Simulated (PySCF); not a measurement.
**A parent and its derivatives**

The calculation used TDDFT B3LYP/def2-SVPD, vertical, gas phase, core orbitals frozen in the response, def2 core potentials past Kr (PySCF). Geometries: PBE0-D3(BJ)/def2-SVP; one conformer of each isolated species. Triplets are in the Tamm–Dancoff approximation. 'Strongest' means the level of largest summed f among the lowest 10 singlets; it needn't be the same kind of state in each. Atoms past krypton carry core potentials; spin–orbit coupling is left out.

Parent: `[Cl][Y]([Cl])[Cl]`, with lowest singlet excitation energy 4.60 eV, energy of the strongest computed level 4.90 eV, HOMO–LUMO gap 5.61 eV, oscillator strength of the strongest level 0.04, lowest triplet energy 4.59 eV. Its spectrum: 4.60 eV (f 0.000); 4.81 eV (f 0.003); 4.84 eV (f 0.003); 4.90 eV (f 0.043); 5.01 eV (f 0.002 summed over 2 states).

**Question.** Order the derivatives by their lowest singlet excitation, lowest first, with the shift from the parent.
A. ligand (all three): Cl to Me: `[CH3][Y]([CH3])[CH3]`
B. ligand (all three): Cl to NH2: `[NH2][Y]([NH2])[NH2]`
C. ligand (all three): Cl to F: `[F][Y]([F])[F]`

**Answer.** A (shift -1.72 eV), B (shift -0.84 eV), C (shift +1.83 eV).

| change | SMILES | Δ S1 (eV) | Δ strongest (eV) | Δ gap (eV) | Δ f (strongest) | Δ T1 (eV) |
| --- | --- | --- | --- | --- | --- | --- |
| ligand (all three): Cl to NH2 | [NH2][Y]([NH2])[NH2] | -0.84 | -1.15 | -0.93 | +0.05 | -1.01 |
| ligand (all three): Cl to F | [F][Y]([F])[F] | +1.83 | +1.83 | +1.97 | 0.00 | +1.79 |
| ligand (all three): Cl to Me | [CH3][Y]([CH3])[CH3] | -1.72 | -0.83 | -1.59 | -0.02 | -1.84 |

S1 falls most with ligand (all three): Cl to Me (-1.72 eV), and it rises most with ligand (all three): Cl to F (+1.83 eV). S1 is simply the lowest singlet of each species and needn't be the same kind of state throughout.

Lowest levels of each derivative:
- `[NH2][Y]([NH2])[NH2]`: 3.76 eV (f 0.097); 3.93 eV (f 0.000 summed over 2 states); 5.48 eV (f 0.072)
- `[F][Y]([F])[F]`: 6.42 eV (f 0.007 summed over 2 states); 6.63 eV (f 0.000); 6.73 eV (f 0.044)
- `[CH3][Y]([CH3])[CH3]`: 2.88 eV (f 0.004 summed over 2 states); 3.79 eV (f 0.000); 4.06 eV (f 0.001)
